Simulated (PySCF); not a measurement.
**A small calculation by hand: entropy of an ideal gas**

Si(H)(SiH3) anion (H4Si2), SMILES [SiH][SiH3] (connectivity only; charge and spin as stated), charge -1, multiplicity 2.

Geometry: PBE-D3(BJ)/def2-TZVPD. The spin state was assumed, not searched. The isomer is the one that the SMILES or the coordinates give; other isomers of the formula were not compared.

PySCF 2.14.0 with PBE-D3(BJ)/def2-TZVPD gives the harmonic wavenumbers 180, 364, 385, 402, 664, 864, 906, 910, 1841, 1957, 1974, 2007 cm⁻¹ and the rotational temperatures 3.0506, 0.2601, 0.2536 K. The molar mass is 60.20 g/mol, the symmetry number 1, the spin multiplicity 2.

Task: Work out the entropy at 298.15 K and 1 atm in the rigid-rotor, harmonic-oscillator model.

Result: 
Translation (Sackur–Tetrode at 1 atm): S = R[1.5 ln M + 2.5 ln T − 1.16487] = 159.9 J/(mol K).
Rotation: q = (√π/σ) T^1.5/√(θA θB θC) = 20300, S = R[ln q + 3/2] = 95.0 J/(mol K).
Vibration: with u = 1.4388 ν/T, each mode gives R[u/(e^u − 1) − ln(1 − e^−u)]:
```json
[
 {"ν (cm⁻¹)": "180", "modes": "1", "u": "0.87", "S (J/(mol K))": "9.74"},
 {"ν (cm⁻¹)": "364", "modes": "1", "u": "1.76", "S (J/(mol K))": "4.62"},
 {"ν (cm⁻¹)": "385", "modes": "1", "u": "1.86", "S (J/(mol K))": "4.27"},
 {"ν (cm⁻¹)": "402", "modes": "1", "u": "1.94", "S (J/(mol K))": "4.00"},
 {"ν (cm⁻¹)": "664", "modes": "1", "u": "3.20", "S (J/(mol K))": "1.47"},
 {"ν (cm⁻¹)": "864", "modes": "1", "u": "4.17", "S (J/(mol K))": "0.67"},
 {"ν (cm⁻¹)": "906", "modes": "1", "u": "4.37", "S (J/(mol K))": "0.57"},
 {"ν (cm⁻¹)": "910", "modes": "1", "u": "4.39", "S (J/(mol K))": "0.56"},
 {"ν (cm⁻¹)": "1841", "modes": "1", "u": "8.88", "S (J/(mol K))": "0.01"},
 {"ν (cm⁻¹)": "1957", "modes": "1", "u": "9.44", "S (J/(mol K))": "0.01"},
 {"ν (cm⁻¹)": "1974", "modes": "1", "u": "9.53", "S (J/(mol K))": "0.01"},
 {"ν (cm⁻¹)": "2007", "modes": "1", "u": "9.69", "S (J/(mol K))": "0.01"}
]
```
These are all the modes. Sum 25.9 J/(mol K).
Spin: R ln 2 = 5.8 J/(mol K).
Total 286.5 J/(mol K); the program's own thermochemistry gives 286.5. Translation makes up 56 % and vibration 9 %. Anharmonicity, hindered rotation and orbital degeneracy are left out.
